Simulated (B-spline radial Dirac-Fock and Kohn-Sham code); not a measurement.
ΔSCF core binding energies without Breit or QED terms, calculated with a radial atomic solver.

A sound run for the free indium atom, [Kr] 4d10 5s2 5p1: The ground state converged in 11 iterations, with total energy -5880.43222 Ha, virial ratio 1.95161 and highest orbital energy -5.21 eV. ΔSCF binding energies: K (1s) 28037.0 eV, L3 (2p3/2) 3745.4 eV, M5 (3d5/2) 451.5 eV.

A second run, with one unsound setting: The ground state converged in 10 iterations, with total energy -5879.79045 Ha, virial ratio 1.95160 and highest orbital energy -5.22 eV. ΔSCF binding energies: K (1s) 28036.4 eV, L3 (2p3/2) 3745.9 eV, M5 (3d5/2) 452.1 eV.

```
iter   energy (Ha)        error
   1    -5878.40291673  1.68e+00
   2    -5879.15371337  1.81e-01
   3    -5879.77350077  3.19e-02
   4    -5879.78989191  7.07e-03
   5    -5879.79027143  2.90e-03
   6    -5879.79043557  7.70e-04
   7    -5879.79044495  1.13e-04
   8    -5879.79044535  3.12e-05
   9    -5879.79044537  3.28e-06
  10    -5879.79044537  6.01e-07
```

Q: Which fault fits the second run best?
A. speed of light below Z
B. spline order too low
C. overfilled shell
D. too few iterations

A: B. The input had order = 3: order is too low for an accurate radial basis.
